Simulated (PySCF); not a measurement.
C₃H₇AlO, SMILES [CH](=C)[Al]([CH3])[OH]. Atoms are numbered in the order given.

```xyz
12

Al    -0.3116     0.1781     0.2608
C     -2.1950     0.2228     0.7431
H     -2.5485    -0.7697     1.0705
H     -2.8221     0.5087    -0.1185
H     -2.3923     0.9376     1.5566
C      0.4306    -0.9716    -1.1323
C      1.7357    -0.9861    -1.4465
H     -0.2110    -1.6534    -1.7105
H      2.1567    -1.6312    -2.2289
H      2.4660    -0.3464    -0.9333
O      0.7365     1.2175     1.1233
H      1.6819     1.3090     1.0013
```
Charge 0, spin multiplicity 1.

The structure is a stationary point at PBE0-D3(BJ)/def2-SVP. The structure was generated by enumeration; whether it is a known compound was not checked. The values are those of a single conformer.

All values below come from B3LYP/pcSseg-1 (PySCF).

GIAO shieldings, no solvent; atoms listed in one row are averaged. δ = σ(ref) − σ: ¹³C against TMS (σ = 181.3 ppm); ¹H against TMS (σ = 31.68 ppm); ¹⁷O against H2O (σ = 333.8 ppm), references at their B3LYP-D3(BJ)/def2-TZVP geometries, non-relativistic.

Q: Estimate the chemical shifts. (The exact figures need the calculation; the answer reports its results.)

A: 
```json
[
 {"nucleus": "¹³C", "atoms": "C7", "count": "1", "δ (ppm)": "151.6"},
 {"nucleus": "¹³C", "atoms": "C6", "count": "1", "δ (ppm)": "150.7"},
 {"nucleus": "¹³C", "atoms": "C2", "count": "1", "δ (ppm)": "-12.9"},
 {"nucleus": "¹H", "atoms": "H9", "count": "1", "δ (ppm)": "6.74"},
 {"nucleus": "¹H", "atoms": "H8", "count": "1", "δ (ppm)": "6.43"},
 {"nucleus": "¹H", "atoms": "H10", "count": "1", "δ (ppm)": "6.33"},
 {"nucleus": "¹H", "atoms": "H12", "count": "1", "δ (ppm)": "2.84"},
 {"nucleus": "¹H", "atoms": "H3, H4, H5", "count": "3", "δ (ppm)": "-0.03"},
 {"nucleus": "¹⁷O", "atoms": "O11", "count": "1", "δ (ppm)": "52.8"}
]
```
